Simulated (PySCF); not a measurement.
## How methods differ on the ionisation energy of Ce³³⁺

Ce³³⁺ [Ar] 3d7 (4F) → Ce³⁴⁺ [Ar] 3d6 (5D), as a difference of total energies. Computed with PySCF 2.14 in an uncontracted even-tempered set (17 s from 5 bohr⁻², ratio 2.5; 11 p from 6.5 bohr⁻², ratio 2.5; 8 d from 6.5 bohr⁻², ratio 2.5; 4 f from 28 bohr⁻², ratio 2.7; 3 g from 42 bohr⁻², ratio 2.7), with the non-relativistic Hamiltonian (point nucleus). Correlated levels: outer shells: [Ne] frozen; virtual orbitals above 40 to 60 times the deepest correlated orbital energy dropped. The calculations carry no spin-orbit coupling.

```json
{"method": "UHF", "ionisation energy (eV)": "2189.2"}
{"method": "PBE", "ionisation energy (eV)": "2190.3"}
{"method": "PBE0", "ionisation energy (eV)": "2190.5"}
{"method": "r2SCAN", "ionisation energy (eV)": "2191.7"}
{"method": "PBEsol", "ionisation energy (eV)": "2189.6"}
{"method": "BLYP", "ionisation energy (eV)": "2190.4"}
{"method": "MP2 (outer shells)", "ionisation energy (eV)": "2190.3"}
```

Task: Estimate what SCS-MP2 (outer shells) gives.

Result: 2190.5 eV, closest to PBE0 among the rows shown.

Task: Estimate what LDA gives.

Result: 2189.7 eV, closest to PBEsol among the rows shown.

Spin-orbit coupling is strong in these open shells (close to jj coupling). The scalar numbers leave it out and a first-order estimate fails, so it can dominate the gap to the real levels.

All relativistic terms are absent from these numbers, so their closeness to the reference says little about the methods.

For comparison: 2185 ± 5 eV (theoretical estimate listed by NIST; NIST Atomic Spectra Database, ionization energies).
